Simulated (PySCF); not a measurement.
**How methods differ on the excitation energy of Br²⁺**

Br²⁺ [Ar] 3d10 4s2 4p3 (4S) → Br²⁺ [Ar] 3d10 4s1 4p3 4d1 (6D), as a difference of total energies. Calculation: PySCF 2.14, in aug-cc-pwCVDZ-PP with ECP10MDF; scalar relativity through the core potential. Correlated levels: valence: 3s2 3p6 3d10 frozen; valence and next inner shell: nothing frozen outside the core potential. The calculations carry no spin-orbit coupling.

```
                                method  excitation energy (eV)
                                   UHF                  24.705
                                   LDA                  27.701
                                   PBE                  27.181
                                  PBE0                  26.861
                                r2SCAN                  26.752
                                 M06-L                  27.220
                                 B3LYP                  27.622
                                   M06                  27.899
                                  BLYP                  27.878
                         MP2 (valence)                  26.073
                     SCS-MP2 (valence)                  26.307
    MP2 (valence and next inner shell)                  26.831
SCS-MP2 (valence and next inner shell)                  26.888
```

**Question.** How much does correlation contribute at MP2 (valence and next inner shell)?

**Answer.** 26.831 − (24.705) = 2.126 eV, measured against UHF.

The promoted electron is Rydberg-like, and one or two diffuse shells describe it only roughly, which tends to raise the upper state.
